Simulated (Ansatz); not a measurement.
`[SiH3][SiH2][O][GeH3]` + `[SH][GaH2]` → `[SiH3][SiH2][S][GaH2]` + `[OH][GeH3]`  (ligand exchange at the Si–O bond)

Program: Ansatz. Geometries: PBE0-D4/def2-TZVP. ΔE: electronic, gas phase. CBS: MP2 limit from def2 TZ/QZ plus the TZ coupled-cluster correction, frozen cores. DFT in def2-TZVPP. HSE06 is defined as in plane-wave codes. For Ga, Ge outer-core shells are correlated without core-valence functions, which leaves a few kJ/mol of doubt a bond. Scalar relativity is left out up to krypton. Each species was taken in one conformer, which may not be the lowest.

CCSD(T)/CBS gives +34.9 kJ/mol.

Problem. Another level gave +29.5 kJ/mol. Which?
A. HSE06/def2-TZVPP
B. BLYP-D4/def2-TZVPP
C. BHLYP-D4/def2-TZVPP
D. HF/def2-TZVPP

Solution. A. HSE06 29.5, BLYP-D4 37.0, HF/def2-TZVPP 60.5, BHLYP-D4 43.5 kJ/mol.

Problem. What do rigid-rotor, harmonic-oscillator terms from PBE0-D4/def2-TZVP frequencies (298.15 K, 1 bar) make of the CCSD(T)/CBS value? (Best estimate.)

Solution. Computed: ΔZPE = +5.3 kJ/mol, ΔH = +40.4 kJ/mol, ΔS = -14 J/(mol·K), ΔG = +44.5 kJ/mol. Modes under 50 cm⁻¹ make the entropy rough.

Largest T1 diagnostic among the species: 0.014.

At CCSD(T), def2-SVP lies +6.8 kJ/mol from the extrapolated value and def2-TZVPP +4.6 kJ/mol. In def2-TZVPP, CCSD(T) changes the Hartree–Fock value by −21.0 kJ/mol (the triples alone add −4.2 kJ/mol) and MP2 by −25.9 kJ/mol. The D4 term adds −6.9 kJ/mol with B3LYP and −3.5 kJ/mol with PBE0; it sums over pairs of atoms, weighted by their polarisabilities, and B3LYP, whose exchange is more repulsive, gets the larger term.

CCSD(T)/CBS has its own doubt, a few kJ/mol and more with outer-core shells, so smaller differences from it don't rank the levels.

B3LYP here is the variant with VWN-RPA as its local correlation; programs differ in this.
